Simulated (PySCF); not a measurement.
Geometry:
```json
{"atom": "Si1", "x (Å)": "2.876", "y (Å)": "-0.093", "z (Å)": "1.557"}
{"atom": "O2", "x (Å)": "1.950", "y (Å)": "0.895", "z (Å)": "0.592"}
{"atom": "Si3", "x (Å)": "1.357", "y (Å)": "0.929", "z (Å)": "-0.959"}
{"atom": "N4", "x (Å)": "0.860", "y (Å)": "-0.659", "z (Å)": "-1.473"}
{"atom": "Si5", "x (Å)": "1.774", "y (Å)": "-1.487", "z (Å)": "-2.723"}
{"atom": "Si6", "x (Å)": "-0.467", "y (Å)": "-1.513", "z (Å)": "-0.681"}
{"atom": "C7", "x (Å)": "-1.486", "y (Å)": "-0.324", "z (Å)": "0.351"}
{"atom": "C8", "x (Å)": "-2.760", "y (Å)": "-0.981", "z (Å)": "0.948"}
{"atom": "C9", "x (Å)": "-3.594", "y (Å)": "-0.308", "z (Å)": "-0.158"}
{"atom": "C10", "x (Å)": "-2.406", "y (Å)": "0.622", "z (Å)": "-0.466"}
{"atom": "H11", "x (Å)": "2.106", "y (Å)": "-1.320", "z (Å)": "1.921"}
{"atom": "H12", "x (Å)": "4.127", "y (Å)": "-0.496", "z (Å)": "0.847"}
{"atom": "H13", "x (Å)": "3.223", "y (Å)": "0.662", "z (Å)": "2.793"}
{"atom": "H14", "x (Å)": "2.427", "y (Å)": "1.368", "z (Å)": "-1.905"}
{"atom": "H15", "x (Å)": "0.232", "y (Å)": "1.899", "z (Å)": "-0.949"}
{"atom": "H16", "x (Å)": "3.243", "y (Å)": "-1.367", "z (Å)": "-2.470"}
{"atom": "H17", "x (Å)": "1.385", "y (Å)": "-2.929", "z (Å)": "-2.692"}
{"atom": "H18", "x (Å)": "1.489", "y (Å)": "-0.943", "z (Å)": "-4.086"}
{"atom": "H19", "x (Å)": "0.065", "y (Å)": "-2.613", "z (Å)": "0.184"}
{"atom": "H20", "x (Å)": "-1.335", "y (Å)": "-2.142", "z (Å)": "-1.728"}
{"atom": "H21", "x (Å)": "-0.826", "y (Å)": "0.171", "z (Å)": "1.083"}
{"atom": "H22", "x (Å)": "-2.795", "y (Å)": "-2.081", "z (Å)": "1.007"}
{"atom": "H23", "x (Å)": "-2.989", "y (Å)": "-0.586", "z (Å)": "1.950"}
{"atom": "H24", "x (Å)": "-3.806", "y (Å)": "-0.996", "z (Å)": "-0.990"}
{"atom": "H25", "x (Å)": "-4.541", "y (Å)": "0.165", "z (Å)": "0.142"}
{"atom": "H26", "x (Å)": "-2.161", "y (Å)": "0.791", "z (Å)": "-1.527"}
{"atom": "H27", "x (Å)": "-2.505", "y (Å)": "1.607", "z (Å)": "0.016"}
```

Geometry: PBE0-D3(BJ)/def2-SVP; GIAO absolute shieldings from PySCF, gas phase, non-relativistic, averaged over equivalent atoms.

At PBE0/pcSseg-1 (283 basis functions, 86 s wall time (74 s CPU) on 1 thread of an x86-64 server CPU, shared host):
```json
{"atoms": "Si6", "σ (ppm)": "371.4"}
{"atoms": "Si3", "σ (ppm)": "381.1"}
{"atoms": "Si1", "σ (ppm)": "389.2"}
{"atoms": "Si5", "σ (ppm)": "399.6"}
{"atoms": "O2", "σ (ppm)": "286.6"}
{"atoms": "N4", "σ (ppm)": "246.0"}
{"atoms": "C8/C10", "σ (ppm)": "160.7"}
{"atoms": "C9", "σ (ppm)": "162.7"}
{"atoms": "C7", "σ (ppm)": "167.0"}
{"atoms": "H11/H12/H13", "σ (ppm)": "26.27"}
{"atoms": "H19/H20", "σ (ppm)": "26.48"}
{"atoms": "H14/H15", "σ (ppm)": "26.48"}
{"atoms": "H16/H17/H18", "σ (ppm)": "26.52"}
{"atoms": "H23/H27", "σ (ppm)": "28.84"}
{"atoms": "H24", "σ (ppm)": "29.13"}
{"atoms": "H21", "σ (ppm)": "29.28"}
{"atoms": "H25", "σ (ppm)": "29.41"}
{"atoms": "H22/H26", "σ (ppm)": "29.58"}
```

Problem. Estimate the result of repeating the calculation with KT2/pcSseg-1.

Solution. 
```csv
atoms,σ at KT2/pcSseg-1,change
Si6,380.9,+9.5
Si3,388.0,+6.9
Si1,396.4,+7.2
Si5,408.9,+9.3
O2,274.5,-12.1
N4,237.8,-8.2
C8/C10,156.1,-4.6
C9,158.3,-4.4
C7,160.9,-6.1
H11/H12/H13,26.01,-0.26
H19/H20,26.20,-0.28
H14/H15,26.17,-0.31
H16/H17/H18,26.29,-0.23
H23/H27,28.56,-0.28
H24,28.87,-0.26
H21,28.90,-0.38
H25,29.20,-0.21
H22/H26,29.30,-0.28
```

The largest change is at O2 (oxygen bonded to 2 Si). Cost: 283 basis functions, 97 s wall time on 1 thread of an x86-64 server CPU, shared host. The order of the carbon signals is the same at both levels.
